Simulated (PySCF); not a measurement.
A GIAO shielding run with PySCF 2.14.0 with density-fitted response routines (density fitting, non-relativistic, gas phase) on SMILES CC(C)(C)[C@H]1CCC[SiH2]C1, C₉H₂₀Si:

```
$ OMP_NUM_THREADS=1 python probes_run.py task.json out

{"job": {"kind": "nmr", "xc": "PBE0", "basis": "pcSseg-1"}, "charge": 0, "multiplicity": 1}
C     -2.324637    -1.432607     0.304743
C     -1.628288    -0.430910    -0.624348
C     -1.599714    -0.997429    -2.045872
C     -2.464004     0.853339    -0.618650
C     -0.189067    -0.135047    -0.094138
C      0.729752    -1.367096    -0.126848
C      1.996398    -1.254878     0.724178
C      3.003053    -0.217849     0.215718
Si     2.155367     1.452251     0.012915
C      0.490161     1.061767    -0.781408
H     -1.823765    -2.412031     0.322909
H     -2.362112    -1.052199     1.338504
H     -3.361619    -1.604338    -0.023972
H     -2.625173    -1.140311    -2.422491
H     -1.094734    -1.974130    -2.089288
H     -1.085167    -0.317485    -2.742801
H     -2.432245     1.346743     0.366712
H     -3.517430     0.623386    -0.842566
H     -2.121243     1.577199    -1.372488
H     -0.327020     0.132960     0.972767
H      1.020246    -1.575199    -1.172718
H      0.170500    -2.251299     0.212503
H      2.478494    -2.246475     0.773274
H      1.706381    -1.012909     1.763135
H      3.388603    -0.525670    -0.772921
H      3.877088    -0.149867     0.883854
H      1.932869     2.084873     1.355011
H      2.959942     2.399979    -0.822464
H     -0.142040     1.961795    -0.742785
H      0.659308     0.842878    -1.850957
```

Hardware: 1 thread of an Intel Xeon Platinum 8259CL, shared host. The job also computes population analyses, field gradients, ring-centre shieldings.

(1) How large is the calculation?

(2) How long does it take, and how much memory does it need?

(3) And these other runs on the same molecule and hardware: GIAO shielding at B3LYP/pcSseg-1?

Answers

(1) 88 electrons, 277 basis functions and 1452 auxiliary functions.

(2) 120 s of wall time, with 13 SCF cycles and 4 response iterations; peak memory 1.4 GiB. Times on a shared host scatter by some tens of per cent.

(3) B3LYP/pcSseg-1: 277 functions, 110 s.
